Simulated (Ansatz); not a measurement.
Total energies of C₂H₆Sb, SMILES `[CH2][SbH][CH3]` radical.

```xyz
9

C    -0.942    1.117    0.979
Sb   -1.051   -0.674   -0.107
C     1.072   -0.876   -0.455
H    -0.284    1.201    1.838
H    -1.688    1.895    0.866
H    -1.385    0.095   -1.603
H     1.486    0.062   -0.819
H     1.551   -1.153    0.484
H     1.241   -1.667   -1.185
```

The species carries charge 0 and has multiplicity 2. Correlated methods include outer-core shells of Sb, which these sets cover unevenly. Sb takes the def2 core potential. Geometry: relaxed with PBE0-D4/def2-TZVP. Basis def2-TZVPP, the Gaussian-basis code of Ansatz.

RPA on PBE orbitals: Hartree–Fock energy of these orbitals -318.41482 Eh, correlation -1.08886 Eh (frozen core).

```tsv
functional	energy without D4 (Eh)	D4 term (kJ/mol)
B3LYP	-320.11777	-26.8
BHLYP	-319.90817	-21.5
```

Q: Give the same for LDA (SPW92), PBE, revPBE, BLYP, r2SCAN, B97M-V, PBE0, r2SCANh, r2SCAN0, HSE06 (plane-wave form), CAM-B3LYP, LC-ωPBE, ωB97X-V, ωB97M-V, B2PLYP, PBE-QIDH. (Best estimate.)

A: Ansatz gave: 
```tsv
functional	energy without D4 (Eh)	D4 term (kJ/mol)
LDA (SPW92)	-318.87547	–
PBE	-319.90330	-16.4
revPBE	-320.05137	-48.3
BLYP	-319.92753	-36.2
r2SCAN	-320.07273	-3.8
B97M-V	-320.02792	–
PBE0	-319.93122	-13.8
r2SCANh	-320.05738	-4.1
r2SCAN0	-320.03522	-4.5
HSE06 (plane-wave form)	-319.92400	-12.9
CAM-B3LYP	-319.96528	-14.1
LC-ωPBE	-320.00977	–
ωB97X-V	-319.98181	–
ωB97M-V	-319.92926	–
B2PLYP	-319.73646	–
PBE-QIDH	-319.71913	–
```

B3LYP takes the VWN-RPA correlation (the form of Gaussian; ORCA's B3LYP/G). HSE06 is the plane-wave form, built on full-range PBE exchange. The double hybrids freeze the cores in their second-order part.

LC-ωPBE has ω = 0.4 bohr⁻¹.
